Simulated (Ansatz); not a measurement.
Ideal-gas functions of BrClHInO (`[OH][In]([Cl])[Br]`) at 500 K and 1 bar, from an Ansatz frequency run at PBE0-D4/def2-TZVP.

Molar mass 247.18 g/mol, point group Cs (symmetry number 1), electronic degeneracy 1, moments of inertia 160.521, 488.131, 648.652 u Å². Harmonic wavenumbers (cm⁻¹, unscaled): 75, 110, 110, 263, 315, 373, 623, 848, 3871.

Use S(trans) = R[1.5 ln M + 2.5 ln T − 1.1517]; rotational temperatures θ = 24.2544 K / I; S(rot) = R[ln(√π/σ · √(T³/θAθBθC)) + 1.5]; for each mode x = 1.438777 ν̃/T, S = R[x/(eˣ − 1) − ln(1 − e⁻ˣ)] and H = RT x/(eˣ − 1); 1 cm⁻¹ = 0.0119627 kJ/mol; R = 8.31446 J/(mol·K).

Problem. By hand: the entropy, in J/(mol·K).

Solution. Translation 188.3. Rotation: θ = 0.1511, 0.0497, 0.0374 K, giving 128.7. Vibration, mode by mode: 21.08, 17.91, 17.91, 10.83, 9.41, 8.11, 4.49, 2.69, 0.00, in all 92.4. Electronic 0.0. Sum 409.4 J/(mol·K).

Problem. By hand: H − E and G − E in kJ/mol, counted from the electronic energy.

Solution. Zero-point energy ½ × 6588 × 0.0119627 = 39.4; thermal vibration 20.9; translation, rotation and pV give 4 RT = 16.6. H − E = 76.9 kJ/mol, and G − E = 76.9 − 500 × 409.4/1000 = -127.8 kJ/mol.

Vibration gives 23 % of the entropy, 56.9 J/(mol·K) of it from the modes under 150 cm⁻¹: soft modes count most, and the harmonic formula is weakest for them. The sum counts one conformer and one mirror image; others add a mixing term.
